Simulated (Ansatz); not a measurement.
A nudged elastic band was laid between two geometries of C2H7NSi2 (12 atoms, charge 0, multiplicity 1).

Method: Ansatz, RKS B3LYP-D4/def2-SVP.

```
movable images  : 9
climbing image  : yes
spring          : 5.0 eV/Å²
optimiser       : quadratic models (default)
start path      : through a guess of the saddle point
force threshold : 0.05 eV/Å
iteration limit : 60
end points      : relaxed
```

First end point:

```xyz
12
Properties=species:S:1:pos:R:3
C -1.544 -0.194 1.335
Si 0.332 -0.163 1.116
Si 0.897 -0.479 -1.128
C 1.291 0.923 -2.213
N 0.047 0.693 -2.296
H -1.819 0.014 2.382
H -1.958 -1.176 1.058
H -2.015 0.568 0.694
H 0.983 -1.230 1.934
H 0.884 1.159 1.539
H 1.063 -1.853 -1.673
H 1.915 1.682 -2.713
```

Last end point:

```xyz
12
Properties=species:S:1:pos:R:3
C -1.710 -0.005 1.581
Si 0.048 -0.488 1.048
Si -0.020 -1.457 -1.170
C 1.627 0.620 -2.420
N 0.921 -0.233 -1.819
H -1.712 0.398 2.607
H -2.380 -0.879 1.554
H -2.126 0.765 0.911
H 0.576 -1.515 2.006
H 0.949 0.707 1.126
H 2.722 0.507 -2.515
H 1.184 1.524 -2.875
```

(1) What changes between the two ends?

(2) Give the energies along the band, and the barrier.

(3) What is the geometry of the highest image?

(4) What are the harmonic wavenumbers there?

Answers

(1) Bonds broken: Si3–C4, Si3–H11. Bonds formed: C4–H11.

(2) The run converged. The highest image is number 5 of 0 to 10, 1.13 eV above the first end and 1.76 eV above the last; the last end lies 0.63 eV below the first. A vibrational analysis at the climbing image gives one clearly imaginary mode, 639i cm⁻¹: a first-order saddle point. The orbitals stay closed-shell, which can raise the energy where a bond breaks towards radicals; this wasn't checked here.

| image | path coordinate (Å) | energy (eV) | Si3–C4 (Å) | Si3–H11 (Å) | C4–H11 (Å) |
| --- | --- | --- | --- | --- | --- |
| 0 | 0.00 | 0.00 | 1.82 | 1.49 | 2.84 |
| 1 | 0.72 | 0.00 | 1.82 | 1.49 | 2.84 |
| 2 | 1.44 | 0.01 | 1.81 | 1.49 | 2.83 |
| 3 | 2.16 | 0.27 | 1.82 | 1.48 | 2.63 |
| 4 | 2.88 | 0.91 | 2.04 | 1.50 | 2.19 |
| 5 | 3.60 | 1.13 | 2.23 | 1.63 | 1.62 |
| 6 | 4.19 | 0.74 | 2.30 | 2.12 | 1.17 |
| 7 | 4.78 | 0.21 | 2.62 | 2.74 | 1.11 |
| 8 | 5.37 | -0.33 | 2.85 | 3.23 | 1.10 |
| 9 | 5.96 | -0.58 | 2.92 | 3.54 | 1.10 |
| 10 | 6.55 | -0.63 | 2.93 | 3.63 | 1.10 |

(3) 
```xyz
12
Properties=species:S:1:pos:R:3
C -1.505 -0.061 1.284
Si 0.340 -0.388 0.986
Si 0.618 -1.312 -1.245
C 0.947 0.714 -2.116
N -0.194 0.330 -2.146
H -1.682 0.396 2.270
H -2.080 -0.999 1.234
H -1.900 0.618 0.511
H 0.857 -1.336 2.027
H 1.097 0.899 1.151
H 1.952 -0.468 -1.637
H 1.626 1.551 -2.284
```

(4) 639i, 38, 113, 140, 183, 246, 371, 422, 445, 523, 605, 635, 664, 687, 831, 880, 888, 941, 1027, 1265, 1438, 1440, 1742, 1918, 2155, 2178, 3030, 3121, 3126, 3255 cm⁻¹.

Time of the run: 8.6 min on 2 threads of Arm Neoverse V2 (shared host), peak memory 0.26 GiB.
